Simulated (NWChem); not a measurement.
System: AlSiH4F; SMILES [AlH]([F])[SiH3]

All runs: NWChem. Pople sets run with spherical d functions. The geometry was optimised at PBE0/def2-SVP. Static field.

| level | isotropic polarisability (bohr³) | anisotropy (bohr³) |
|---|---|---|
| PBE/6-31+G* | 55.7 | 24.3 |
| B3LYP/6-31+G* | 53.2 | 22.4 |
| BHandHLYP/6-31+G* | 50.5 | 19.9 |
| CAM-B3LYP/6-31+G* | 52.1 | 21.0 |
